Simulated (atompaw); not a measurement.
## phosphorus: one change to a PAW (atompaw) potential, before and after

P (Z = 15), PAW, made with atompaw 4.2.0.5 (LDA (PW92), scalar-relativistic). Core [Ne], reference 3s2 3p3. Waves: 3s (bound): rc 1.75 bohr; 3s channel at 0.05 Ry: rc 1.75 bohr; 3p (bound): rc 1.95 bohr; 3p channel at 1.3 Ry: rc 1.95 bohr. Local part: vpsmatchnc scheme with l = 2 at 1 Ry, radius 1.85 bohr. Core correction: smooth core density matched at 1.60 bohr. Augmentation charge: sinc compensation charge, radius 1.85 bohr; PAW radius 1.95 bohr; waves and projectors: custom rrkj vanderbiltortho.

Change: all radii scaled by about 0.88 (s 1.54, p 1.72 bohr); local potential vpsmatchnc scheme with l = 2 at 1 Ry, radius 1.62 bohr; augmentation sinc compensation charge, radius 1.62 bohr; PAW radius 1.72 bohr; waves and projectors: custom rrkj vanderbiltortho; core correction smooth core density matched at 1.40 bohr.

Cutoffs: the cutoffs (Ry, on a coarse ladder) from which the occupation-weighted sum of valence levels, in a spherical-Bessel basis at the reference potential, stays within 10 and 1 mRy of its value at 400 Ry; they do not see the model core or the augmentation charge, which bear on the density cutoff.

Problem. What does the change do?

Solution. The potential gets harder (12 Ry and 21 Ry → 15 Ry and 25 Ry); neither file shows a bound ghost. A smaller radius makes the pseudo-wave follow the all-electron one further in, where it bends more sharply, so more plane waves are needed.

```csv
quantity,base,changed
"cutoff, loose",12 Ry,15 Ry
"cutoff, tight",21 Ry,25 Ry
loose cutoff by channel (10 mRy a level),"s 6 Ry, p 10 Ry","s 10 Ry, p 10 Ry"
bound ghosts,none,none
lowest overlap eigenvalue by channel,"s 0.35, p 0.72","s 0.39, p 0.69"
```

 The cutoffs see the waves, projectors and local potential, not the compensation charge or the core.
